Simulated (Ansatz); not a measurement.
One change: `[F][In]([Cl])[SeH]` becomes `C[O][In]([F])[Cl]`.

Ansatz, PBE0-D4/def2-TZVP geometries, multiplicity 1. Each molecule was computed in one conformer, which needn't be the lowest.

Elements past krypton have def2 core potentials. Scalar relativity is left out up to krypton.

```json
{"property": "size of the dipole moment (PBE/def2-TZVPP) / D", "`[F][In]([Cl])[SeH]`": "2.39"}
{"property": "LUMO energy (PBE0/def2-TZVPP) / eV", "`[F][In]([Cl])[SeH]`": "-2.57"}
{"property": "HOMO energy (ωB97M-V/def2-TZVPP) / eV", "`[F][In]([Cl])[SeH]`": "-10.16"}
{"property": "HOMO–LUMO gap (ωB97M-V/def2-TZVPP) / eV", "`[F][In]([Cl])[SeH]`": "9.50"}
{"property": "size of the dipole moment (ωB97M-V/def2-TZVPP) / D", "`[F][In]([Cl])[SeH]`": "2.35"}
{"property": "HOMO–LUMO gap (B3LYP/def2-TZVPP) / eV", "`[F][In]([Cl])[SeH]`": "4.90"}
```

(1) What does the change do to each property? (Estimate.)

Answers

(1) Ansatz gave: 
| property | `C[O][In]([F])[Cl]` | shift |
| --- | --- | --- |
| size of the dipole moment (PBE/def2-TZVPP) / D | 1.61 | -0.78 |
| LUMO energy (PBE0/def2-TZVPP) / eV | -2.61 | -0.04 |
| HOMO energy (ωB97M-V/def2-TZVPP) / eV | -10.70 | -0.54 |
| HOMO–LUMO gap (ωB97M-V/def2-TZVPP) / eV | 10.06 | 0.56 |
| size of the dipole moment (ωB97M-V/def2-TZVPP) / D | 1.43 | -0.92 |
| HOMO–LUMO gap (B3LYP/def2-TZVPP) / eV | 5.14 | 0.24 |

The zero-point energy changes by 86.9 kJ/mol with +9 modes. Dipoles are sizes alone; their direction can turn.

B3LYP here is the variant with VWN-RPA as its local correlation; programs differ in this.

Spin–orbit coupling is left out; it splits and shifts lone-pair levels of the heavy atoms by tenths of an eV.
